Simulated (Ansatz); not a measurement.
CH7AlOSi2 can be A, `[SiH3][AlH][SiH]1CO1`, or B, `[CH2]1O[SiH2][SiH2][AlH]1`.

Gas-phase electronic energies from Ansatz, PBE0-D4/def2-TZVP geometries. CCSD(T)/CBS adds triple-zeta CCSD(T) − MP2 to the extrapolated MP2 energy (def2 sets, frozen cores). Functionals use def2-TZVPP. B3LYP here is the variant with VWN-RPA as its local correlation; programs differ in this. Each species was taken in one conformer, which may not be the lowest.

A:

```xyz
12

Si    0.412   -2.023   -1.225
Al   -1.083   -1.139    0.507
Si   -0.897    1.267    0.827
C     0.783    1.991    0.674
O    -0.113    2.055   -0.451
H     0.667   -3.485   -1.097
H     1.726   -1.321   -1.191
H    -0.192   -1.783   -2.568
H    -2.059   -2.030    1.389
H    -1.902    2.129    1.507
H     1.667    1.380    0.502
H     0.991    2.960    1.126
```

B:

Z-matrix (Å, degrees):
```
C
Al 1 1.994
O 1 1.432 2 110.9
H 1 1.101 2 111.9 3 123.0
H 1 1.096 2 111.8 3 -119.3
Si 2 2.443 1 100.9 3 -14.7
H 2 1.588 1 123.8 3 166.4
Si 3 1.657 1 122.5 2 42.1
H 6 1.488 2 117.3 1 -122.6
H 6 1.490 2 115.0 1 106.2
H 8 1.484 3 105.6 1 -170.9
H 8 1.496 3 110.7 1 71.3
```

Question: Which isomer does CCSD(T)/CBS put lower? Give the gap. (Estimate.)

Answer: Ansatz gave: B, by 28.9 kcal/mol.

Question: Give E(B) − E(A) in kcal/mol with CCSD(T)/def2-TZVPP, BLYP-D4, B3LYP, B2PLYP, HF/def2-TZVPP, B3LYP-D4, PBE0-D4. (Best estimate.)

Answer: The calculation gave: CCSD(T)/def2-TZVPP -28.1, BLYP-D4 -26.2, B3LYP -26.6, B2PLYP -27.8, HF/def2-TZVPP -30.4, B3LYP-D4 -28.6, PBE0-D4 -28.7. None reverses the order clearly.

Question: Does the order hold for the free energy at 298.15 K (harmonic terms from PBE0-D4)? (Best estimate.)

Answer: Computed: Yes: G(B) − G(A) = -25.8 kcal/mol, for one conformer each. Modes under 60 cm⁻¹, often nearly free rotors, make the harmonic entropy too high.

Largest T1 diagnostic: 0.016.

Leaving LDA and LC-ωPBE aside and taking each functional with its dispersion term where it has one, the values, not all of them listed here, spread over 6.2 kcal/mol, from BHLYP-D4 to revPBE-D4. LDA lies −5.3 kcal/mol from PBE without D4. From PBE to PBE0 (25 % exact exchange), in def2-TZVPP and without D4, E(B) − E(A) moves by −3.1 kcal/mol.
